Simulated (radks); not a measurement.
The potassium anion K-, [Ar] 4s2, held by a Watson sphere: a shell of charge +1 at radius R that stands for the Madelung well of a crystal (potential energy -1/R inside, -1/r outside, in hartree with lengths in bohr). Calculated with a radial shooting solver on a logarithmic mesh with Libxc functionals: scalar-relativistic Kohn-Sham, LDA (Slater exchange, VWN5 correlation), spin-polarised, spherical densities, finite nucleus; Fermi nuclear charge, rms radius of each element as measured or else 0.836 A^(1/3) + 0.57 fm. Response by self-consistent Sternheimer equations with the Hartree and adiabatic LDA kernel, the relativistic mass of each level held fixed and spin-orbit coupling left out. The sphere does not respond.

| R (bohr) | e(3s) (eV) | e(3p) (eV) | e(4s) (eV) | <r> 4s (bohr) | sum of <r^2> (bohr^2) | X-ray form factor at sin(theta)/lambda = 0.1 1/angstrom | alpha (bohr^3) |
|---|---|---|---|---|---|---|---|
| 2.5 | -37.730 | -21.436 | -3.689 | 4.189 | 60.12 | 17.057 | 171.0 |
| 3.23 | -36.120 | -19.839 | -3.557 | 4.358 | 63.46 | 16.984 | 194.3 |
| 3.28 | -36.042 | -19.760 | -3.544 | 4.373 | 63.74 | 16.978 | 196.5 |
| 3.84 | -35.357 | -19.065 | -3.388 | 4.549 | 67.21 | 16.921 | 226.0 |
| 4.04 | -35.179 | -18.882 | -3.326 | 4.615 | 68.56 | 16.902 | 238.3 |
| 4.07 | -35.154 | -18.857 | -3.317 | 4.625 | 68.77 | 16.899 | 240.3 |
